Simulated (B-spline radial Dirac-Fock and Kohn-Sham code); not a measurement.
In the model described below, an L2 (2p1/2) vacancy in the Ti¹⁰⁺ ion, [Ne] 3s2, lives for 160 fs, which corresponds to a natural width of 0.00401 eV. Out of 1000 such holes, about 30 decay by emitting a photon and the rest by ordinary Auger emission. The strongest X-ray line is Lη (L2-M1) at 456.7 eV, with 100 % of the radiative rate. The strongest electron group is L2-M1M1 near 166 eV, with 100 % of the non-radiative rate.

The run's input, task.json:

```json
{"items": [{
  "Z": 22,
  "q": 10,
  "cfg": [[1, 0, 2], [2, 0, 2], [2, 1, 6], [3, 0, 2]],
  "A": 48,
  "rrms": 3.5921,
  "do": ["binding", "quiet", "decay"],
  "holes": ["K", "L1", "L2", "L3", "M1"]
}]}
```

Launch: `python xray_run.py task.json out`

Calculated with a radial finite-basis atomic code, using independent-particle rates on relativistic LDA orbitals of the hole state (multipoles up to L = 3, Coulomb Auger matrix elements, transition energies from Dirac-Fock).
